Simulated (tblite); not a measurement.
CH3Cl3Si (SMILES C[Si](Cl)(Cl)Cl), singlet, geometry from GFN2-xTB; tblite 0.6.0 with IPEA1-xTB.

tblite was given this input:
```
$ tblite run mol.xyz --method ipea1 --charge 0 --spin 0 --json tblite.json --no-restart

# file mol.xyz
8

C     -2.08539302    -0.43002418     0.05735758
Si    -0.22565362    -0.04653152     0.00620648
Cl     0.68040569    -1.19502435    -1.39062803
Cl     0.06775652     1.90072752    -0.45554951
Cl     0.60976201    -0.42568869     1.80882858
H     -2.26630565    -1.46926637     0.31744164
H     -2.59468576     0.18660249     0.79274175
H     -2.55221147    -0.24599592    -0.90628735
```

Question: What does tblite print? Leave out banner, timings and long lists.

Answer: 
```
xTB calculator
 | screened Coulomb repulsion
 | Coulomb electrostatics
 |  * isotropic Klopman-Ohno-Mataga-Nishimoto electrostatics
 |  * onsite third-order electrostatics
 | DFT-D3(BJ) dispersion correction

halogen bonding energy    0.0000000000000E+00 Eh
repulsion energy          1.2957198744861E-01 Eh
dispersion energy        -4.1508506325613E-03 Eh
number of electrons       3.2000000000000E+01 e
integral cutoff           4.0000000000000E+01 bohr

------------------------------------------------------------
  cycle        total energy    energy error   density error
------------------------------------------------------------
      1     -19.34226445077  -1.9467686E+01   5.2722450E-01
      2     -19.36261986732  -2.0355417E-02   2.9479801E-01
      3     -19.32691228122   3.5707586E-02   1.2622010E-01
      4     -19.37054381810  -4.3631537E-02   1.6546857E-02
      5     -19.37119769776  -6.5387967E-04   8.4248433E-03
      6     -19.37118439623   1.3301535E-05   5.7413614E-03
      7     -19.37131839537  -1.3399914E-04   4.4828297E-04
      8     -19.37131912783  -7.3245454E-07   4.9891005E-05
      9     -19.37131913482  -6.9885040E-09   3.3336305E-05
     10     -19.37131913941  -4.5901807E-09   4.8079323E-06
------------------------------------------------------------

electronic energy        -1.9496740276223E+01 Eh
total energy             -1.9371319139407E+01 Eh

Post processing:
 | Mayer-Wiberg bond orders

[Info] JSON dump of results written to 'tblite.json'
```
